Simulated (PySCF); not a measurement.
**How methods differ on the ionisation energy of Rb¹¹⁺**

Rb¹¹⁺ [Ar] 3d8 (3F) → Rb¹²⁺ [Ar] 3d7 (4F), as a difference of total energies. All numbers are calculated (PySCF 2.14, the spin-free X2C one-electron Hamiltonian (Gaussian nucleus), in an uncontracted even-tempered set (20 s from 0.69 bohr⁻², ratio 2.5; 13 p from 0.9 bohr⁻², ratio 2.5; 9 d from 0.9 bohr⁻², ratio 2.5; 4 f from 5.5 bohr⁻², ratio 2.7; 4 g from 8.2 bohr⁻², ratio 2.7)). Correlated levels: outer shells: [Ne] frozen; virtual orbitals above 40 to 60 times the deepest correlated orbital energy dropped. The calculations carry no spin-orbit coupling.

```tsv
method	ionisation energy (eV)
UHF	355.72
LDA	358.10
PBE	357.65
PBE0	357.64
r2SCAN	358.00
MP2 (outer shells)	357.51
SCS-MP2 (outer shells)	357.42
```

Question: How much does correlation contribute at MP2 (outer shells)?

Answer: 357.51 − (355.72) = 1.79 eV, measured against UHF.

A first-order spin-orbit estimate (lowest level to lowest level, LS coupling) adds -0.050 eV.

For comparison: 356 ± 2.5 eV (theoretical estimate listed by NIST; NIST Atomic Spectra Database, ionization energies).
